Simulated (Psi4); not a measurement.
A dimer, BCl3 ··· H3O+ (SMILES ClB(Cl)Cl and [OH3+]) (charge +1); the first 4 atoms form monomer A.

```
8

Cl    -0.8934    -1.4991    -0.0004
B      0.0001     0.0000     0.0001
Cl    -0.8519     1.5231    -0.0001
Cl     1.7452    -0.0240     0.0004
O      1.4555    -2.6027    -0.1239
H      1.8243    -3.2618     0.5023
H      0.4775    -2.5339    -0.0862
H      1.9090    -1.7334    -0.0867
```

Task: What interaction energy does Psi4 1.11 with SAPT0/jun-cc-pVDZ, frozen core give, and which attractive term is the largest?

Result: Total 24.02 kJ/mol: electrostatics -74.41, exchange 315.14, induction -177.57, dispersion -39.15. The most attractive term is induction.
